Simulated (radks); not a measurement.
The numbers below are computed, except where a source is named.
Species: the fluorine ion F+. Configuration: [He] 2s2 2p4.

Code: a radial shooting solver on a logarithmic mesh with Libxc functionals. Model: non-relativistic Kohn-Sham, TPSS, spin-polarised, spherical densities, point nucleus; open shells are filled with parallel spins first; meta-GGA in the generalised Kohn-Sham scheme.

Energy parts (hartree):
part                      energy
total                  -99.10647
kinetic                 98.88537
electron-nucleus      -232.05268
Hartree                 43.94871
exchange-correlation    -9.88786

Orbitals (lengths in bohr, moments of r in powers of bohr; r(max) is where P^2 peaks):
orbital,occ.,eigenvalue (hartree),<1/r>,r(max)
1s up,1,-25.28362,8.614,0.1147
1s down,1,-25.21665,8.631,0.1146
2s up,1,-1.82998,1.529,0.7459
2s down,1,-1.67057,1.493,0.7557
2p up,3,-1.11007,1.392,0.6724
2p down,1,-0.94901,1.341,0.6902

The highest occupied level is 2p down at -25.824 eV. Spin moment in Bohr magnetons: 2.
